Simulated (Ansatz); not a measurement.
Al₄P₄H₁₄⁻, a cluster cut from wurtzite AlP (hydrogen-capped). Total charge -1; doublet. Geometry r2SCAN-D4/def2-SVP, that of the neutral singlet; atoms count from 1.

```xyz
22

Al   -0.352    1.612    2.159
P    -1.529    1.859   -0.027
Al    2.717    0.075   -0.018
P     0.983   -0.311    1.605
P     1.255    0.447   -2.007
Al   -1.142    0.362   -1.866
Al   -0.246   -2.360    1.324
P    -1.447   -1.760   -0.780
H     0.520    2.941    2.269
H    -1.524    1.258    3.178
H    -1.359    3.167   -0.555
H    -2.938    1.892    0.152
H     3.433    1.483    0.189
H     3.513   -1.257   -0.380
H     1.718   -0.544    2.804
H     1.559    1.682   -2.639
H     1.610   -0.423   -3.072
H    -1.959    0.621   -3.201
H    -1.417   -2.513    2.393
H     0.692   -3.572    0.888
H    -2.851   -1.916   -0.630
H    -1.236   -2.741   -1.786
```

The highest occupied level of the charge -1 doublet lies above zero (up to 1.14 eV). By energy differences its removal costs 0.19 eV (vertical, to the charge 0 singlet, at PBE0-D4/def2-TZVP); self-interaction error and the lack of diffuse functions both raise the level.

(1) Estimate the Mulliken populations from the PBE0/def2-TZVP orbitals of Ansatz.

(2) Where does the spin sit?

(3) And the Mayer bond orders between bonded heavy atoms (over 0.3)?

Results:

(1) 
```tsv
atom	charge (e)	spin (α − β)
Al1	0.19	0.07
P2	-0.23	0.06
Al3	0.19	0.07
P4	-0.29	0.00
P5	-0.23	0.06
Al6	0.19	0.14
Al7	0.20	0.06
P8	-0.33	0.24
H9	-0.14	0.00
H10	-0.14	0.00
H11	0.01	0.10
H12	0.09	-0.01
H13	-0.14	0.00
H14	-0.14	0.00
H15	0.05	0.00
H16	0.01	0.10
H17	0.09	-0.01
H18	-0.13	0.00
H19	-0.15	0.01
H20	-0.15	0.01
H21	0.03	0.07
H22	0.03	0.07
```
Mulliken values and Mayer orders depend strongly on the basis.

(2) Summed by element: Al 0.33, P 0.36, H 0.31, of 1 unpaired in all. Largest on single atoms: P8 0.24, Al6 0.14, H11 0.10.

(3) Al1–P2 0.66 (2.50 Å); Al1–P4 0.82 (2.41 Å); P2–Al6 0.80 (2.40 Å); Al3–P4 0.82 (2.41 Å); Al3–P5 0.66 (2.50 Å); P4–Al7 0.79 (2.41 Å); P5–Al6 0.80 (2.40 Å); Al6–P8 0.97 (2.40 Å); Al7–P8 0.73 (2.50 Å).
